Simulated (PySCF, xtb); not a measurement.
Cd(Cl)(Et) (C₂H₅CdCl), SMILES C[CH2][Cd][Cl]. The values are those of a single conformer.

Harmonic wavenumbers (cm⁻¹) from GFN2-xTB in xtb 6.7.1 at its own minimum, in rising order: 23, 50, 195, 224, 243, 401, 615, 923, 971, 1049, 1151, 1216, 1405, 1450, 1471, 1488, 2942, 2945, 2961, 2972, 2975.

### Question
What does B3LYP-D3(BJ)/def2-SVP run with PySCF 2.14.0 give at its own minimum? (An estimate is asked for; the answer gives what the named calculation found.)

### Answer
70, 91, 227, 243, 351, 488, 647, 942, 965, 1036, 1187, 1243, 1398, 1443, 1473, 1477, 3011, 3052, 3083, 3096, 3115. Paired by order, the mean absolute difference is 50 cm⁻¹ and the zero-point energies are 39.6 and 40.9 kcal/mol.
